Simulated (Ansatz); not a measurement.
The first iterations of a band of CH5AlBBrSi (10 atoms, charge 0, multiplicity 1).

Method: Ansatz, RHF/def2-mTZVP.

```yaml
movable_images: 5
climbing_image: yes
spring: 5.0 eV/Å²
optimiser: quadratic models (default)
start_path: through a guess of the saddle point
force_threshold: 0.05 eV/Å
iteration_limit: 60
end_points: relaxed
```

First end point:

```xyz
10
Properties=species:S:1:pos:R:3
Br -1.460 -1.063 3.620
Al -0.594 -0.535 1.578
B 0.969 -1.136 0.184
C 0.647 -0.015 -0.907
Si -0.823 1.064 -0.275
H 1.835 -1.936 0.052
H 1.544 0.569 -1.118
H 0.413 -0.506 -1.853
H -1.991 1.021 -1.183
H -0.456 2.487 -0.095
```

Last end point:

```xyz
10
Properties=species:S:1:pos:R:3
Br -4.572 -0.032 1.404
Al 1.587 0.097 1.469
B 2.133 -0.844 -0.342
C 0.669 -0.334 -0.654
Si -0.466 0.974 0.409
H 2.881 -1.373 -1.085
H 0.657 0.111 -1.649
H 0.061 -1.242 -0.694
H -3.250 0.409 1.083
H 0.383 2.182 0.063
```

| iteration | highest image above the first end (eV) | largest band force component (eV/Å) |
| --- | --- | --- |
| 1 | 8.442 | 9.066 |
| 2 | 4.771 | 3.132 |
| 3 | 4.212 | 3.485 |
| 4 | 4.145 | 3.774 |
| 5 | 4.123 | 2.957 |
| 6 | 4.112 | 2.163 |
| 7 | 4.106 | 2.032 |
| 8 | 4.104 | 1.773 |
| 9 | 4.102 | 1.436 |
| 10 | 4.100 | 1.085 |
| 11 | 4.097 | 0.657 |
| 12 | 4.093 | 1.134 |
| 13 | 4.092 | 1.663 |
| 14 | 4.090 | 1.782 |
| 15 | 4.137 | 0.857 |
| 16 | 4.102 | 0.957 |
| 17 | 4.085 | 0.520 |
| 18 | 4.085 | 0.144 |

Q: Does the band converge within its limit, and where does its top end?

A: The forces met the threshold. It ended after 55 iterations with the highest image 4.342 eV above the first end. The profile has 2 maxima (images 1, 4) with wells between them (image 2): this band takes more than one step, which may be the mechanism or a detour left from its start path. Neighbouring images differ by up to 3.5 eV, so the band resolves the path poorly. A vibrational analysis at the climbing image gives one clearly imaginary mode, 812i cm⁻¹: a first-order saddle point. The orbitals stay closed-shell, which can raise the energy where a bond breaks towards radicals; this wasn't checked here.

The run took 13 min on 2 threads of Arm Neoverse V1, on a shared host, peak memory 0.43 GiB.
